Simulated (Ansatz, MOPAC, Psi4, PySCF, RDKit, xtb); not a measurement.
Pair of molecules: NH3 (SMILES N) (first 4 atoms) with N2 (SMILES N#N); geometry from B3LYP-D3(BJ)/def2-TZVP, rigid monomers moved along the line of their centres of mass till N1···N5 is 3.70 Å.
(charge 0, multiplicity 1):
```xyz
6

N     -0.160     0.186    -0.166
H     -0.385     0.335    -1.143
H      0.765     0.569    -0.006
H     -0.095    -0.815    -0.019
N      0.509    -0.374     3.429
N     -0.200     0.093     4.114
```

Interaction energies are E(AB) − E(A) − E(B) at the monomers' geometry in the complex; basis-set methods are counterpoise corrected. Rows marked so take none.

Frozen-core correlation. CBS: X⁻³ extrapolation of the correlation energy, Hartree–Fock from the larger set. Rows in 6-311+G** carry no dispersion term and start afresh at each structure. The state that PM3 reach isn't checked.

The values were computed with Ansatz (Gaussian basis) for Hartree–Fock, density functionals and correlated methods; MOPAC for PM3 (differences of heats of formation); Psi4 for SAPT; PySCF for 6-311+G** rows, the dispersion terms; RDKit for the force fields; xtb for the GFN methods. Each number belongs to the level named beside it.

```
level                                  interaction energy (meV)
-------------------------------------  ------------------------
MMFF94                                                     -5.5
GFN-FF                                                      8.7
PM3                                                        -7.1
GFN2-xTB                                                  -20.0
r2SCAN-D4/def2-TZVPPD                                     -23.2
B3LYP/6-311+G** (no counterpoise)                         -12.0
CCSD(T)/aug-cc-pVTZ                                       -22.8
CCSD(T)/CBS(aug-cc-pVDZ, aug-cc-pVTZ)                     -23.4
SAPT0/jun-cc-pV(D+d)Z                                       [?]
```

**Question.** Complete the blanks.

**Answer.** 
- SAPT0/jun-cc-pV(D+d)Z, interaction energy (meV): -17.3

Ansatz is a first-principles code.
